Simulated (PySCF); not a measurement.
## Energy of Mn (manganese, neutral) between two integer charges

The 4s beta orbital of [Ar] 3d5 4s2 is emptied in steps (occupation f), with all orbitals relaxed, ending at [Ar] 3d5 4s1. All numbers are calculated (PySCF 2.14, scalar relativity by spin-free X2C-1e, in x2c-TZVPall (6s5p4d1f, 48 functions)). The exact energy is a straight line in f; departures are measured from the line between the end points of the same method.

```csv
f,UHF (eV),LDA (eV),PBE (eV)
1,0.000,0.000,0.000
0.75,0.030,-0.557,-0.528
0.5,0.038,-0.745,-0.705
0.25,0.027,-0.560,-0.526
0,0.000,0.000,0.000
```

Problem. For PBE, how does the orbital energy at f = 1 compare with the removal energy?

Solution. −ε = 4.470 eV against a total-energy difference of 7.276 eV. By Janak's theorem ε = ∂E/∂f, so the gap between them reflects the curvature. Along the path −ε is 5.862 (f = 0.75), 7.276 (f = 0.5), 8.716 (f = 0.25) eV.

```json
{"method": "UHF", "E(f=0) − E(f=1) (eV)": "6.027", "−ε at f=1 (eV)": "6.202", "−ε at f=0.5 (eV)": "6.016"}
{"method": "LDA", "E(f=0) − E(f=1) (eV)": "7.601", "−ε at f=1 (eV)": "4.647", "−ε at f=0.5 (eV)": "7.594"}
{"method": "PBE", "E(f=0) − E(f=1) (eV)": "7.276", "−ε at f=1 (eV)": "4.470", "−ε at f=0.5 (eV)": "7.276"}
```

Reference removal energy between the ground levels: 7.434 eV (measured; NIST Atomic Spectra Database, ionization energies). UHF lacks correlation.
